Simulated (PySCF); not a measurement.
Molecule: tropone (SMILES C1=CC(=O)C=CC=C1).

Bonds (- single, = double, # triple, : aromatic): O1=C2, C2:C3, C3:C4, C4:C5, C5:C6, C6:C7, C7:C8, C8:C2. C3 carries H9; C4 carries H10; C5 carries H11; C6 carries H12; C7 carries H13; C8 carries H14.

Frames of a GFN2-xTB Langevin trajectory at 400 K; GIAO PBE0/pcSseg-1 shieldings in PySCF 2.14.0 with density-fitted response routines, gas phase, non-relativistic; equivalent atoms averaged within each frame.

Referencing at the same level of theory: ¹⁷O (σref 336.08) vs H2O; TMS for ¹³C (σref 186.93) and ¹H (σref 31.72). The references are static minima.

**Question.** How do the shifts (ppm) fluctuate along the trajectory?

**Answer.** 
```tsv
time (fs)	O1	C2	C3/C8	C5/C6	C4/C7	H10/H13	H9/H14	H11/H12
optimised geometry	613.3	188.6	154.6	141.8	139.9	7.20	7.23	7.07
250	576.8	182.1	157.6	141.1	140.6	7.79	7.29	6.76
425	609.7	185.7	151.0	144.1	139.2	7.66	7.36	6.96
625	596.5	185.1	156.5	142.4	142.7	7.52	7.65	7.51
800	699.5	199.5	154.9	141.7	144.4	7.53	7.10	7.68
1000	687.7	194.8	146.9	144.9	139.5	7.01	7.19	7.72
mean of frames	634.0	189.4	153.4	142.8	141.3	7.50	7.32	7.33
standard deviation	55.8	7.4	4.4	1.6	2.2	0.29	0.21	0.44
```

5 frames give an uncertainty of the mean of about the standard deviation over 2.2 at best, since frames this close in time may not be independent; classical motion lacks zero-point vibration, and the reference would need the same averaging.
